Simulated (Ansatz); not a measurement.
A calculation with Ansatz (development build ahead of 0.2.0).

```yaml
crystal:
  periodic: [false, false, false]
  atoms:
    - { symbol: Eu, position_ang: [0.0, 0.0, 0.0] }
    - { symbol: O, position_ang: [0.0, 0.0, 1.813] }
basis:
  gaussian: { orbitals: def2-TZVPP }
magnetization:
  spin_polarized: true
  initial_magnetization: 7
hamiltonian:
  xc: pbe0
```

The input is written out in the form of the current development build from the run's settings. The basis set brings a core potential for Eu, so the total leaves out those core electrons.

Results

| Quantity | Value |
| --- | --- |
| Converged | yes |
| Total energy | -785.53749 hartree |
| Spin squared of the determinant | 15.794 |
| Stability test | minimum |

Caution: other spin multiplicities were not run.
